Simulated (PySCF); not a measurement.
Computed IR spectrum (relative IR intensity) of a molecule CH6F2OSi2. The structure is a stationary point at ωB97X-D3(BJ)/def2-SVP. One conformer was computed; it need not be the lowest. Computed with ωB97X-D3(BJ)/def2-SVP in PySCF. Frequencies are harmonic and unscaled.

```json
[
 {"ν (cm⁻¹)": "311", "relative intensity": "3.9"},
 {"ν (cm⁻¹)": "331", "relative intensity": "2.8"},
 {"ν (cm⁻¹)": "385", "relative intensity": "13"},
 {"ν (cm⁻¹)": "741", "relative intensity": "9.2"},
 {"ν (cm⁻¹)": "745", "relative intensity": "3.0"},
 {"ν (cm⁻¹)": "750", "relative intensity": "11"},
 {"ν (cm⁻¹)": "827", "relative intensity": "18"},
 {"ν (cm⁻¹)": "921", "relative intensity": "31"},
 {"ν (cm⁻¹)": "963", "relative intensity": "2.2"},
 {"ν (cm⁻¹)": "972", "relative intensity": "73"},
 {"ν (cm⁻¹)": "1002", "relative intensity": "100"},
 {"ν (cm⁻¹)": "1127", "relative intensity": "85"},
 {"ν (cm⁻¹)": "1304", "relative intensity": "13"},
 {"ν (cm⁻¹)": "2272", "relative intensity": "23"},
 {"ν (cm⁻¹)": "2277", "relative intensity": "22"},
 {"ν (cm⁻¹)": "2289", "relative intensity": "22"}
]
```

Question: Identify the compound among the candidates.
A) F[SiH](F)OC[SiH3]
B) FC[SiH2]O[SiH2]F
C) OC([SiH2]F)[SiH2]F
D) C[Si](F)(F)O[SiH3]

Answer: D, C[Si](F)(F)O[SiH3]
